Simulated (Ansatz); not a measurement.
Input file for Ansatz (a quantum-chemistry and plane-wave program): U-B3LYP-D3(BJ)/def2-TZVP on HOPt (SMILES [OH][Pt]), 2S+1 = 2, a spin state set in the input, which need not be the lowest. Elements past Kr take the def2 small-core potentials; no spin–orbit coupling.

Ansatz 0.2 input:
```yaml
crystal:
  periodic: [false, false, false]
  atoms:
    - {symbol: Pt, position_ang: [-0.94325079, -0.65275018, -0.81966551]}
    - {symbol: O, position_ang: [0.47537633, -0.16568683, 0.31853414]}
    - {symbol: H, position_ang: [0.43470574, 0.86580861, 0.43081174]}
basis:
  gaussian:
    orbitals: def2-TZVP
hamiltonian:
  xc: b3lyp
  dispersion: d3bj
magnetization: {spin_polarized: true, initial_magnetization: 1}
relax: {f_tol: 0.005, max_steps: 120}
```

The log:

```
WARN ansatz: RAYON_NUM_THREADS=1 ignored (pool sized by the plan → 1); use --threads N
Functional definition: B3LYP
integrals: 0.02 GiB planned
609 factors; their error is unknown
mean field: 0.23 GiB planned
mean field evaluation 1: about -5304.9535 eV, gradient 4.1e1 eV
mean field evaluation 2: about -5226.6016 eV, gradient 1.3e2 eV
mean field evaluation 4: about -5310.5078 eV, gradient 1.1e1 eV
mean field evaluation 8: about -5310.9303 eV, gradient 9.3e-2 eV
mean field evaluation 16: about -5310.9619 eV, gradient 4.7e-3 eV
mean field evaluation 32: about -5310.9801 eV, gradient 6.5e-1 eV
mean field evaluation 64: about -5310.8528 eV, gradient 5.2e0 eV
mean field -5311.15152576 eV, -195.1812185437 hartree, gradient 5.4e-6 eV, S^2 0.764197; 5 other end points of the search recorded, 0 dependent functions left out
the calculation of the forces begins
reference -5311.15171008 eV, -195.1812253174 hartree; 14, 13 occupied and 63, 64 virtual orbitals, 609 factors
relax step   1: F+E_penalty+E_count = -5311.21265289 eV  Δ(F+E_penalty+E_count) = +0.000e0 eV  max|allowed force component| = 2.511e0 eV/Å  Δτ_max = 0.0000 Å  (222 SCF iters, accepted)
these checks for a lower state are left out or cut short: starts, cluster_reference, orbital_swaps, neighbouring_geometries, increment
integrals: 0.02 GiB planned
609 factors; their error is unknown
mean field: 0.23 GiB planned
mean field -5311.23385420 eV, -195.1842440583 hartree, gradient 6.0e-6 eV, S^2 0.763448; 0 other end points of the search recorded, 0 dependent functions left out
the calculation of the forces begins
reference -5311.23403827 eV, -195.1842508227 hartree; 14, 13 occupied and 63, 64 virtual orbitals, 609 factors
relax step   2: F+E_penalty+E_count = -5311.29498722 eV  Δ(F+E_penalty+E_count) = -8.233e-2 eV  max|allowed force component| = 8.952e-1 eV/Å  Δτ_max = 0.0336 Å  (71 SCF iters, accepted)
these checks for a lower state are left out or cut short: starts, cluster_reference, orbital_swaps, neighbouring_geometries, increment
integrals: 0.02 GiB planned
609 factors; their error is unknown
mean field: 0.23 GiB planned
mean field -5311.24303536 eV, -195.1845814598 hartree, gradient 4.7e-6 eV, S^2 0.763505; 0 other end points of the search recorded, 0 dependent functions left out
the calculation of the forces begins
reference -5311.24321932 eV, -195.1845882201 hartree; 14, 13 occupied and 63, 64 virtual orbitals, 609 factors
relax step   3: F+E_penalty+E_count = -5311.30416307 eV  Δ(F+E_penalty+E_count) = -9.176e-3 eV  max|allowed force component| = 1.654e-1 eV/Å  Δτ_max = 0.0121 Å  (77 SCF iters, accepted)
these checks for a lower state are left out or cut short: starts, cluster_reference, orbital_swaps, neighbouring_geometries, increment
integrals: 0.02 GiB planned
609 factors; their error is unknown
mean field: 0.23 GiB planned
mean field evaluation 96: about -5311.2433 eV, gradient 1.6e-1 eV
mean field -5311.24336545 eV, -195.1845935902 hartree, gradient 7.2e-6 eV, S^2 0.763560; 0 other end points of the search recorded, 0 dependent functions left out
the calculation of the forces begins
reference -5311.24354945 eV, -195.1846003521 hartree; 14, 13 occupied and 63, 64 virtual orbitals, 609 factors
relax step   4: F+E_penalty+E_count = -5311.30449132 eV  Δ(F+E_penalty+E_count) = -3.282e-4 eV  max|allowed force component| = 8.776e-3 eV/Å  Δτ_max = 0.0030 Å  (73 SCF iters, accepted)
these checks for a lower state are left out or cut short: starts, cluster_reference, orbital_swaps, neighbouring_geometries, increment
integrals: 0.02 GiB planned
609 factors; their error is unknown
mean field: 0.23 GiB planned
mean field -5311.24335601 eV, -195.1845932434 hartree, gradient 3.9e-6 eV, S^2 0.763467; 0 other end points of the search recorded, 0 dependent functions left out
the calculation of the forces begins
reference -5311.24353999 eV, -195.1846000044 hartree; 14, 13 occupied and 63, 64 virtual orbitals, 609 factors
relax step   5: F+E_penalty+E_count = -5311.30448050 eV  Δ(F+E_penalty+E_count) = +1.082e-5 eV  max|allowed force component| = 2.529e-2 eV/Å  Δτ_max = 0.0013 Å  (73 SCF iters, rejected (line search))
these checks for a lower state are left out or cut short: starts, cluster_reference, orbital_swaps, neighbouring_geometries, increment
integrals: 0.02 GiB planned
609 factors; their error is unknown
mean field: 0.23 GiB planned
mean field evaluation 128: about -5311.2434 eV, gradient 6.2e-5 eV
mean field -5311.24337680 eV, -195.1845940075 hartree, gradient 7.6e-6 eV, S^2 0.763561; 0 other end points of the search recorded, 0 dependent functions left out
the calculation of the forces begins
reference -5311.24356080 eV, -195.1846007694 hartree; 14, 13 occupied and 63, 64 virtual orbitals, 609 factors
relax step   6: F+E_penalty+E_count = -5311.30450186 eV  Δ(F+E_penalty+E_count) = -1.053e-5 eV  max|allowed force component| = 4.234e-3 eV/Å  Δτ_max = 0.0006 Å  (60 SCF iters, accepted)
integrals: 0.02 GiB planned
609 factors; their error is unknown
mean field: 0.23 GiB planned
mean field evaluation 160: about -5311.0546 eV, gradient 4.1e-4 eV
mean field evaluation 192: about -5311.2434 eV, gradient 7.6e-6 eV
mean field -5311.24337680 eV, -195.1845940075 hartree, gradient 7.6e-6 eV, S^2 0.763561; 6 other end points of the search recorded, 0 dependent functions left out
the calculation of the forces begins
reference -5311.24356080 eV, -195.1846007694 hartree; 14, 13 occupied and 63, 64 virtual orbitals, 609 factors
Total energy: -5311.30468586 eV, -195.1868470736 hartree
Atom 0 at    -0.933157    -0.641855    -0.810537 Å, force    -0.001026    -0.003295    -0.001231 eV/Å
Atom 1 at     0.473243    -0.138317     0.320718 Å, force    -0.003208     0.002689    -0.002049 eV/Å
Atom 2 at     0.426745     0.827544     0.419500 Å, force     0.004234     0.000606     0.003280 eV/Å
Dipole moment:    -0.304085     0.159332    -0.207420 e Å
```

The calculation finished and met its thresholds.

Cost: about 23 core-seconds (a rough figure).
